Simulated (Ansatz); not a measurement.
Nudged elastic band run: C3H4OSi

input.yaml

```yaml
crystal:
  periodic: [false, false, false]
  atoms:
    - { symbol: C, position_ang: [2.094037, 0.069771, 1.325302] }
    - { symbol: C, position_ang: [1.232006, -0.207822, 0.527104] }
    - { symbol: Si, position_ang: [-0.122949, -0.56031, -0.643644] }
    - { symbol: C, position_ang: [-1.593573, 0.650534, -0.300099] }
    - { symbol: O, position_ang: [-2.605646, 0.586271, -0.955081] }
    - { symbol: H, position_ang: [2.864522, 0.303558, 2.024706] }
    - { symbol: H, position_ang: [0.33444, -0.351566, -2.038915] }
    - { symbol: H, position_ang: [-0.612236, -1.948764, -0.464886] }
    - { symbol: H, position_ang: [-1.502, 1.412028, 0.508514] }
basis:
  gaussian: { orbitals: def2-mTZVP }
hamiltonian:
  xc: pbe0
  dispersion: d4
neb:
  order_check: false
  images: 5
  f_tol: 0.05
  max_iterations: 60
  final_atoms:
    - { symbol: C, position_ang: [2.0981845, 0.07653219, 1.33781909] }
    - { symbol: C, position_ang: [1.23119471, -0.1916219, 0.54324492] }
    - { symbol: Si, position_ang: [-0.10907601, -0.55122283, -0.6289413] }
    - { symbol: C, position_ang: [-1.60902079, 0.63157667, -0.32832795] }
    - { symbol: O, position_ang: [-1.64015076, 1.48600542, 0.52130892] }
    - { symbol: H, position_ang: [2.86560467, 0.31255241, 2.03968048] }
    - { symbol: H, position_ang: [0.34175864, -0.35720246, -2.03200939] }
    - { symbol: H, position_ang: [-0.59812997, -1.9458846, -0.47006197] }
    - { symbol: H, position_ang: [-2.49176396, 0.49296511, -0.99971179] }
  initial_path:
    images:
      - { positions_ang: [[2.094037, 0.069771, 1.325302], [1.232006, -0.207822, 0.527104], [-0.122949, -0.56031, -0.643644], [-1.593573, 0.650534, -0.300099], [-2.605646, 0.586271, -0.955081], [2.864522, 0.303558, 2.024706], [0.33444, -0.351566, -2.038915], [-0.612236, -1.948764, -0.464886], [-1.502, 1.412028, 0.508514]] }
      - { positions_ang: [[2.08778383, 0.02100363, 1.36227885], [1.2108225, -0.2040778, 0.55007352], [-0.14800147, -0.52317497, -0.66928839], [-1.59119429, 0.64999414, -0.3297714], [-2.57614734, 0.46655717, -0.50255722], [2.83902866, 0.24369951, 2.06948519], [0.37710235, -0.28972857, -2.03651028], [-0.57456013, -1.92413822, -0.54286268], [-1.53623311, 1.51356512, 0.08215341]] }
      - { positions_ang: [[2.08153067, -0.02776373, 1.39925571], [1.18963899, -0.2003336, 0.57304303], [-0.17305394, -0.48603995, -0.69493278], [-1.58881558, 0.64945427, -0.3594438], [-2.54664868, 0.34684333, -0.05003344], [2.81353532, 0.18384101, 2.11426438], [0.4197647, -0.22789115, -2.03410555], [-0.53688426, -1.89951244, -0.62083936], [-1.57046623, 1.61510225, -0.34420718]] }
      - { positions_ang: [[2.0752775, -0.0765311, 1.43623256], [1.16845549, -0.19658941, 0.59601255], [-0.1981064, -0.44890492, -0.72057717], [-1.58643687, 0.64891441, -0.3891162], [-2.51715002, 0.2271295, 0.40249034], [2.78804198, 0.12398252, 2.15904357], [0.46242705, -0.16605372, -2.03170083], [-0.49920838, -1.87488666, -0.69881604], [-1.60469934, 1.71663937, -0.77056777]] }
      - { positions_ang: [[2.08291317, -0.02551, 1.40342807], [1.18936856, -0.19493357, 0.57842334], [-0.16842961, -0.48301089, -0.69003188], [-1.59396485, 0.64313516, -0.36885345], [-2.22481694, 0.6467548, 0.44209653], [2.81389621, 0.18683915, 2.11925587], [0.42220425, -0.22976997, -2.03180368], [-0.53218225, -1.89855264, -0.62256468], [-1.90038755, 1.30874795, -0.84694911]] }
      - { positions_ang: [[2.09054883, 0.02551109, 1.37062358], [1.21028163, -0.19327774, 0.56083413], [-0.13875281, -0.51711686, -0.65948659], [-1.60149282, 0.63735592, -0.3485907], [-1.93248385, 1.06638011, 0.48170272], [2.83975044, 0.24969578, 2.07946817], [0.38198144, -0.29348622, -2.03190654], [-0.56515611, -1.92221862, -0.54631333], [-2.19607576, 0.90085653, -0.92333045]] }
      - { positions_ang: [[2.0981845, 0.07653219, 1.33781909], [1.23119471, -0.1916219, 0.54324492], [-0.10907601, -0.55122283, -0.6289413], [-1.60902079, 0.63157667, -0.32832795], [-1.64015076, 1.48600542, 0.52130892], [2.86560467, 0.31255241, 2.03968048], [0.34175864, -0.35720246, -2.03200939], [-0.59812997, -1.9458846, -0.47006197], [-2.49176396, 0.49296511, -0.99971179]] }
```

Run as:

```bash
$ ansatz run input.yaml --threads 2 --pin off --max-ram 3072MiB --backend cpu --events-out ev --progress --plain --runs-dir out
```

Output, in part (warnings, iteration lines, the closing report on the highest movable image, with atoms numbered from 0):

```
NEB end point (image 0): max|allowed force component| = 8.006e-3 eV/Å (the criterion of neb.relax_end_points is 1.000e-2)
NEB end point (image 6): max|allowed force component| = 1.384e-3 eV/Å (the criterion of neb.relax_end_points is 1.000e-2)
NEB iter   1: max|band force component| = 3.705e1 eV/Å  barrier→ = 5.8882 eV  barrier← = 5.8552 eV  Δτ_max = 0.1994 Å  (197 SCF iters)
NEB iter   2: max|band force component| = 3.772e0 eV/Å  barrier→ = 0.4970 eV  barrier← = 0.4640 eV  Δτ_max = 0.1933 Å  (191 SCF iters)
NEB iter   3: max|band force component| = 7.438e0 eV/Å  barrier→ = 0.9274 eV  barrier← = 0.8944 eV  Δτ_max = 0.1010 Å  (186 SCF iters)
NEB iter   4: max|band force component| = 1.594e0 eV/Å  barrier→ = 0.1073 eV  barrier← = 0.0743 eV  Δτ_max = 0.1232 Å  (167 SCF iters)
NEB iter   5: max|band force component| = 7.442e-1 eV/Å  barrier→ = 0.0849 eV  barrier← = 0.0519 eV  Δτ_max = 0.0607 Å  (174 SCF iters)
NEB iter   6: max|band force component| = 2.790e-1 eV/Å  barrier→ = 0.0605 eV  barrier← = 0.0275 eV  CI = image 4  Δτ_max = 0.0241 Å  (172 SCF iters)
NEB iter   7: max|band force component| = 1.394e-1 eV/Å  barrier→ = 0.0594 eV  barrier← = 0.0263 eV  CI = image 4  Δτ_max = 0.0140 Å  (158 SCF iters)
NEB iter   8: max|band force component| = 1.016e-1 eV/Å  barrier→ = 0.0588 eV  barrier← = 0.0257 eV  CI = image 4  Δτ_max = 0.0090 Å  (142 SCF iters)
NEB iter   9: max|band force component| = 8.207e-2 eV/Å  barrier→ = 0.0584 eV  barrier← = 0.0254 eV  CI = image 4  Δτ_max = 0.0089 Å  (155 SCF iters)
NEB iter  10: max|band force component| = 2.806e-2 eV/Å  barrier→ = 0.0582 eV  barrier← = 0.0252 eV  CI = image 4  Δτ_max = 0.0000 Å  (314 SCF iters)
Total energy: -13090.45089967 eV, -481.0651975367 hartree
Atom 0 at     2.039393    -0.007047     1.395629 Å, force    -0.001432     0.014927     0.004779 eV/Å
Atom 1 at     1.198353    -0.213786     0.555732 Å, force     0.000796    -0.016168    -0.008234 eV/Å
Atom 2 at    -0.088417    -0.508430    -0.697951 Å, force    -0.013442     0.011487     0.007369 eV/Å
Atom 3 at    -1.600127     0.650219    -0.328856 Å, force     0.017163     0.005420    -0.025568 eV/Å
Atom 4 at    -2.192488     0.604103     0.720549 Å, force    -0.007241    -0.006227     0.013344 eV/Å
Atom 5 at     2.781246     0.175224     2.139714 Å, force     0.000619    -0.003046     0.000099 eV/Å
Atom 6 at     0.441088    -0.201485    -2.051813 Å, force     0.001735    -0.007377     0.000776 eV/Å
Atom 7 at    -0.560703    -1.913972    -0.633722 Å, force     0.003040     0.003136    -0.002176 eV/Å
Atom 8 at    -1.929744     1.368874    -1.116282 Å, force    -0.001239    -0.002152     0.009610 eV/Å
Dipole moment:     0.312432     0.019569    -0.284237 e Å
```

It converged. A vibrational analysis at the climbing image gives one clearly imaginary mode, 69i cm⁻¹: a first-order saddle point.

Final band (atoms are numbered from 1 in the order of the input):

```json
{"image": "0", "path coordinate (Å)": "0.00", "energy (kcal/mol)": "0.0", "dihedral C2–Si3–C4–O5 (°)": "-179"}
{"image": "1", "path coordinate (Å)": "0.71", "energy (kcal/mol)": "0.1", "dihedral C2–Si3–C4–O5 (°)": "-150"}
{"image": "2", "path coordinate (Å)": "1.41", "energy (kcal/mol)": "0.4", "dihedral C2–Si3–C4–O5 (°)": "-120"}
{"image": "3", "path coordinate (Å)": "2.12", "energy (kcal/mol)": "1.0", "dihedral C2–Si3–C4–O5 (°)": "-89"}
{"image": "4", "path coordinate (Å)": "2.83", "energy (kcal/mol)": "1.3", "dihedral C2–Si3–C4–O5 (°)": "-59"}
{"image": "5", "path coordinate (Å)": "3.51", "energy (kcal/mol)": "1.1", "dihedral C2–Si3–C4–O5 (°)": "-30"}
{"image": "6", "path coordinate (Å)": "4.20", "energy (kcal/mol)": "0.8", "dihedral C2–Si3–C4–O5 (°)": "0"}
```

Time of the run: 2.7 min on 2 threads of Arm Neoverse V1, with other jobs on the host, peak memory 0.24 GiB.
